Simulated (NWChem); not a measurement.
CCl3, doublet; SMILES Cl[C](Cl)Cl

```xyz
4

Cl    -1.6323    -0.4235    -0.0248
C      0.0000     0.0000     0.2712
Cl     1.1829    -1.2019    -0.0248
Cl     0.4494     1.6253    -0.0248
```
Atoms are numbered in this order, from 1.

Computed with NWChem. Spin-unrestricted. In the optimisation the excess spin sits in a (C3, its own frame). The geometry was optimised at PBE0/def2-SVP, spin-unrestricted. No stability test was run on the SCF state. Vertical excitations in the gas phase; the lowest state need not have the same character in each row. Excited states of an open shell can be spin-contaminated.

For level B3LYP/def2-SVP, TDA:

* **lowest excitation (eV)**: 4.02
* **lowest empty minus highest occupied level, either spin (eV)**: 3.49

### Question
How do the values read with level PBE/def2-SVP, TDA instead?

### Answer
* **lowest excitation (eV)**: 3.62
* **lowest empty minus highest occupied level, either spin (eV)**: 1.57
